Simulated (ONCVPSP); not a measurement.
**Before and after: ONCV potential for Ga**

gallium (Ga), optimised norm-conserving Vanderbilt (ONCV), made with ONCVPSP 4.0.1 (PBE, scalar-relativistic). Core [Ar] 3d10, reference 4s1 (charge +2). Waves: 4s: rc 1.80 bohr, ncon 4, nbas 7, qcut 4 1/bohr, 3 projectors, debl 1.3 Ha; p scattering state at 0.15 Ha: rc 1.70 bohr, ncon 4, nbas 8, qcut 4.4 1/bohr, 2 projectors, debl 3.2 Ha. Local part: polynomial inside 1.15 bohr (lpopt 5, dvloc0 0 Ha). Core correction: Teter function, fcfact 1.75, rcfact 1.4.

In the p channel the program set the typed energies aside and used 0.050, 3.250 Ha.

Change: local potential polynomial inside 1.15 bohr (lpopt 5, dvloc0 -2.5 Ha).

Cutoffs: the cutoffs (Ha) at which the residual kinetic energy of the hardest occupied pseudo-wave falls to 1 and 0.1 mHa per electron; they do not see the model core or the augmentation charge, which bear on the density cutoff. Errors are all-electron minus pseudo energies relative to the spin-unpolarised reference configuration.

**Question.** How do hardness, ghosts and transferability respond?

**Answer.** The potential gets neither clearly harder nor softer (7.9 Ha and 27 Ha → 7.9 Ha and 27 Ha); both files keep a bound ghost (s); the lowest positive-energy flag moves from p at 171.7 eV to s at 29.4 eV; the errors of the 4 common tests hardly move.

| quantity | base | changed |
| --- | --- | --- |
| cutoff, loose | 7.9 Ha | 7.9 Ha |
| cutoff, tight | 27 Ha | 27 Ha |
| bound ghosts | s | s |
| GHOST(+) flags under 300 eV | p at 171.7 eV | s at 29.4 eV |
| error for 4s2 4p1, meV [ΔE -26.82 eV] | +97 | +97 |
| error for 4s2, meV [ΔE -21.13 eV] | +47 | +47 |
| error for 4s2 4p0.5, meV [ΔE -24.79 eV] | +76 | +76 |
| error for 4s1 4p1, meV [ΔE -13.76 eV] | +78 | +78 |
| s: phases at 1.82 bohr within 0.05 rad from the reference energy up to (Ha; the scan ends near 5) | 4.5 | 4.5 |
| p: phases at 1.73 bohr within 0.05 rad from the reference energy up to (Ha; the scan ends near 5) | 4.9 | 4.7 |
| rms error of d²Exc/dni dnj with the model core, mHa | 28.79 | 28.78 |

 A true bound ghost makes a file unfit for plane-wave use even where its test errors are small: the radial tests pick states by their node count and pass the ghost by.
